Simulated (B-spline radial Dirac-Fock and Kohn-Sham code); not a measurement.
## Elastic electron scattering at 5 keV, H to K

Model: relativistic (Dirac) partial waves in the static field of the Dirac-Fock atom with Furness-McCarthy exchange, without polarisation or absorption potentials. Program: a radial B-spline solver. σ_tr1 and σ_tr2 weight the cross section with 1 − P₁ and 1 − P₂ of cos θ; "backward" is the share scattered beyond 90°.

```
 Z  element  σ (a₀²)  σ_tr1 (a₀²)  σ_tr2 (a₀²)  backward (%)  dσ/dΩ at 90° (a₀²/sr)
 1        H   0.0203     0.000286     0.000719          0.11               7.45e-06
 2       He   0.0309     0.000961      0.00232          0.31               3.02e-05
 2       He   0.0309     0.000961      0.00232          0.31               3.02e-05
 3       Li    0.199      0.00213      0.00513          0.11               6.87e-05
 3       Li    0.199      0.00213      0.00513          0.11               6.87e-05
 4       Be    0.314      0.00376      0.00904          0.12               0.000124
 5        B    0.392      0.00580       0.0139          0.16               0.000195
 6        C    0.436      0.00817       0.0194          0.21               0.000284
 7        N    0.464       0.0108       0.0255          0.27               0.000389
 8        O    0.481       0.0138       0.0321          0.34               0.000512
 9        F    0.490       0.0169       0.0389          0.43               0.000653
 9        F    0.490       0.0169       0.0389          0.43               0.000653
10       Ne    0.494       0.0202       0.0460          0.53               0.000812
12       Mg     1.00       0.0278       0.0625          0.39                0.00118
13       Al     1.25       0.0321       0.0715          0.37                0.00139
14       Si     1.41       0.0365       0.0808          0.38                0.00161
15        P     1.51       0.0411       0.0903          0.41                0.00186
16        S     1.57       0.0458       0.0999          0.46                0.00212
17       Cl     1.61       0.0507        0.110          0.51                0.00239
18       Ar     1.62       0.0556        0.119          0.57                0.00269
19        K     2.14       0.0609        0.130          0.48                0.00299
```

Values without a named source are computed, but for edge energies of neutral atoms, which are taken from tables.
